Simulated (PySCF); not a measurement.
C$_{3}$H$_{6}$O$_{3}$, charge +1, doublet, at a GFN2-xTB geometry (a state made from the parent by changing its charge; the spin is typed, not shown lowest). Base run: CAMB3LYP/3-21G run with PySCF.

PySCF was given this input:
```python
from pyscf import gto, scf, dft

mol = gto.M(
    atom='''
C     2.339903    0.029417    0.047148
O     1.112169   -0.605697    0.105344
C    -0.006715    0.139266   -0.003303
O    -0.061430    1.316245   -0.137314
O    -1.051329   -0.710995    0.063881
C    -2.331791   -0.197956   -0.042385
H     2.263123    1.104420    0.254314
H     3.016537   -0.517910    0.722504
H     2.797966   -0.103670   -0.953999
H    -2.977417   -0.809638    0.607630
H    -2.736166   -0.373018   -1.060060
H    -2.367705    0.879036    0.165565
''',
    basis='3-21g',
    charge=1,
    spin=1,
    verbose=3,
)

mf = dft.UKS(mol)
mf.xc = 'camb3lyp'
mf.kernel()
```

Variants of this job, named by their change:

```csv
change,E (Eh),HOMO (eV),<S^2>,core-seconds (rough),outcome
base,-341.16529,-15.33,0.772,20,converged
functional = revpbe,-,-,-,-,not converged
functional = x3lyp,-341.18368,-14.11,0.763,20,converged
functional = mn15,-340.53578,-14.81,0.763,30,converged
functional = o3lyp,-341.20328,-13.80,0.757,20,converged
functional = b3lyp; dispersion = d3bjm,-341.33679,-14.11,0.761,20,converged
functional = pw6b95,-341.70582,-14.35,0.765,20,converged
functional = b3lyp,-341.32186,-14.11,0.761,10,converged
functional = pbe0; dispersion = d4,-340.94609,-14.29,0.765,20,converged
functional = hse06,-340.97302,-13.91,0.764,30,converged
functional = blyp; dispersion = d4,-341.26187,-13.02,0.753,10,converged
functional = mn12l,-340.81651,-13.50,0.758,30,converged
functional = wb97x,-341.21558,-16.25,0.773,20,converged
```

Totals shift with the method and basis; they matter in differences.

Open shells are given as the SCF converged; they aren't shown to be the lowest states, and a large step between rows can be another state.
